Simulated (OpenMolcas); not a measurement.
A run on Mn2+ with its 6 nearest bromide ions at 2.777 Å, on the Ca site of CsCaBr3 (a = 5.69 Å, distance in the model lattice 2.845 Å). The rest of the host is ab initio model potentials to 7.6 Å, with orthogonalisation functions on the cations behind the ligands, and point charges beyond; the distance is set by hand and nothing relaxes. Ligand basis ANO-RCC-VDZP.
```
Mn    0.0000    0.0000    0.0000
Br    2.7770    0.0000    0.0000
Br    0.0000    2.7770    0.0000
Br   -2.7770    0.0000    0.0000
Br    0.0000   -2.7770    0.0000
Br    0.0000    0.0000    2.7770
Br    0.0000    0.0000   -2.7770
```

```yaml
Program: OpenMolcas
Method: CASSCF
Basis: ANO-RCC-VTZP [6s5p3d2f1g]
Scalar_Hamiltonian: DKH2, point nucleus
Active_space: 5 electrons in 5 orbitals (3d)
State_averaging: 2S+1 = 6 even, 1 root; 2S+1 = 4 even, 24 roots; 2S+1 = 2 even, 75 roots
Spin-orbit_coupling: state interaction with AMFI integrals over the reference wave functions
```

245 basis functions. Blocks (2S+1, parity, CSFs, roots kept): 6, even, 1, 1; 4, even, 24, 24; 2, even, 75, 75.

Problem. How long do the RASSCF and RASSI steps take on 1 thread of Intel(R) Xeon(R) Platinum 8488C (Sapphire Rapids), on a shared host?

Solution. About 2.7 min of wall time, without the integral step.
